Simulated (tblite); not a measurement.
C3H9Sb, charge -1, doublet, at the geometry of the source list (a state made from the parent by changing its charge; the spin is typed, not shown lowest); IPEA1-xTB run with tblite.

tblite was given this input:
```
$ tblite run mol.xyz --method ipea1 --charge -1 --spin 1 --json tblite.json --no-restart

# file mol.xyz
13

Sb    -0.00200000     0.01770000     1.22880000
C      0.18730000    -1.81640000     0.08130000
H      0.84370000    -2.51580000     0.59200000
H      0.59880000    -1.58780000    -0.89860000
H     -0.79230000    -2.27250000    -0.03440000
C      1.46900000     1.08240000     0.04220000
H      2.46560000     0.71800000     0.26500000
H      1.42780000     2.14210000     0.26600000
H      1.25900000     0.93180000    -1.01090000
C     -1.65400000     0.73500000     0.01980000
H     -2.56070000     0.20220000     0.28500000
H     -1.43260000     0.56960000    -1.02890000
H     -1.80950000     1.79370000     0.19270000
```

It wrote (shortened):

```
xTB calculator
 | screened Coulomb repulsion
 | Coulomb electrostatics
 |  * isotropic Klopman-Ohno-Mataga-Nishimoto electrostatics
 |  * onsite third-order electrostatics
 | DFT-D3(BJ) dispersion correction

halogen bonding energy    0.0000000000000E+00 Eh
repulsion energy          2.4671988539734E-01 Eh
dispersion energy        -4.5571164134289E-03 Eh
number of electrons       2.7000000000000E+01 e
integral cutoff           4.0000000000000E+01 bohr

------------------------------------------------------------
  cycle        total energy    energy error   density error
------------------------------------------------------------
      1     -14.73057414970  -1.4972737E+01   4.7005922E-01
      2     -14.54448064400   1.8609351E-01   2.9507957E-01
      3     -14.61935003327  -7.4869389E-02   2.9159289E-01
      4     -14.76354410212  -1.4419407E-01   1.1447812E-01
      5     -14.87682138945  -1.1327729E-01   4.3546849E-02
      6     -14.88003368195  -3.2122925E-03   3.9976058E-02
      7     -14.88368348628  -3.6498043E-03   3.5075862E-02
      8     -14.88663809777  -2.9546115E-03   2.7116026E-02
      9     -14.87396329325   1.2674805E-02   4.1735240E-02
     10     -14.88895125116  -1.4987958E-02   1.6444580E-02
     11     -14.89077433436  -1.8230832E-03   8.1311606E-03
     12     -14.89151529989  -7.4096554E-04   3.1240877E-03
     13     -14.89152539387  -1.0093979E-05   3.1712908E-03
     14     -14.89159625867  -7.0864796E-05   1.7045209E-03
     15     -14.89160938323  -1.3124565E-05   1.1485856E-03
     16     -14.89160928337   9.9856393E-08   1.1463296E-03
     17     -14.89161952792  -1.0244547E-05   3.0399501E-04
     18     -14.89162001327  -4.8535364E-07   1.7235181E-04
     19     -14.89162016030  -1.4702898E-07   1.2471657E-04
     20     -14.89162029689  -1.3658848E-07   1.7253680E-05
------------------------------------------------------------

electronic energy        -1.5133783065876E+01 Eh
total energy             -1.4891620296892E+01 Eh

Post processing:
 | Mayer-Wiberg bond orders

[Info] JSON dump of results written to 'tblite.json'
```
